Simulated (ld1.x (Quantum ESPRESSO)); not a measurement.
# molybdenum (Mo): excitation energies, all-electron against TM semilocal

molybdenum (Mo), norm-conserving Troullier–Martins (semilocal form), made with ld1.x (Quantum ESPRESSO) 7.5 (LDA (PZ), scalar-relativistic). Core [Kr], reference 4d5 5s1 5p0. Waves: 5s (bound): rc 3.46 bohr; 5p (bound, empty): rc 3.25 bohr; 4d (bound): rc 2.30 bohr. Local part: the d channel. Core correction: none.

Energies are relative to the spin-unpolarised reference configuration 4d5 5s1 5p0; without spin polarisation the order of configurations can differ from experiment. Spin-polarised rows fill each open shell by Hund’s rule, majority spin first.

```json
{"valence configuration": "4d5 5s0 5p0", "charge": "+1", "ΔE all-electron (eV)": "7.186", "error AE − PS (meV)": "+3.7"}
{"valence configuration": "4d4 5s0 5p0", "charge": "+2", "ΔE all-electron (eV)": "22.889", "error AE − PS (meV)": "+9.4"}
{"valence configuration": "4d3 5s0 5p0", "charge": "+3", "ΔE all-electron (eV)": "49.850", "error AE − PS (meV)": "-36"}
{"valence configuration": "4d4 5s1 5p1", "charge": "0", "ΔE all-electron (eV)": "3.760", "error AE − PS (meV)": "-30"}
{"valence configuration": "4d5.5 5s0.5 5p0", "charge": "0", "ΔE all-electron (eV)": "0.310", "error AE − PS (meV)": "-4.2"}
{"valence configuration": "4d6 5s0 5p0", "charge": "0", "ΔE all-electron (eV)": "0.822", "error AE − PS (meV)": "-14"}
{"valence configuration": "4d5 5s1 5p0 (spin-polarised)", "charge": "0", "ΔE all-electron (eV)": "-3.924", "error AE − PS (meV)": "+3611"}
{"valence configuration": "4d5 5s0 5p0 (spin-polarised)", "charge": "+1", "ΔE all-electron (eV)": "3.795", "error AE − PS (meV)": "+3683"}
```

(1) What are ΔE and the potential's error for 4d2 5s0 5p0?

Levels in the configuration 4d5 5s1 5p0 (spin-polarised):

```json
{"level": "4d up", "all-electron (eV)": "-4.653", "pseudo (eV)": "-4.874"}
{"level": "5s up", "all-electron (eV)": "-4.838", "pseudo (eV)": "-4.756"}
```

Answers

(1) ΔE = 89.547 eV all-electron; the error (AE − PS) is -70 meV.
